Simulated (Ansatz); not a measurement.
F₃HfI, SMILES `[F][Hf]([F])([F])[I]`, relaxed with RKS PBE-D4/def2-SVP in Ansatz from a rough embedded geometry. The force threshold is 0.03 eV/Å; the program also tests the step.

The species carries charge 0 and has multiplicity 1. Hf, I: def2 effective core potential.

Start:

```xyz
5

F     1.176   -1.590   -0.847
Hf   -0.077    0.293   -0.234
F    -1.352    0.421   -1.849
F    -1.504   -0.780    1.219
I     1.757    1.656    1.710
```

Q: How much energy does the relaxation release, and in how many steps? (Best estimate.)

A: Ansatz gave: 388.89 kJ/mol, in 5 steps.

Q: Which bonds change most? (Estimate.)

A: The calculation gave: F1–Hf2 from 2.343 to 1.909 Å; Hf2–F4 from 2.302 to 1.909 Å; Hf2–I5 from 2.999 to 2.723 Å; Hf2–F3 from 2.062 to 1.909 Å.

Q: Give the relaxed structure. (An estimate is asked.)

A: Computed: 
```xyz
5

F     1.005   -1.509   -0.762
Hf   -0.088   -0.101   -0.077
F    -0.975    0.762   -1.531
F    -1.396   -0.844    1.098
I     1.454    1.692    1.272
```
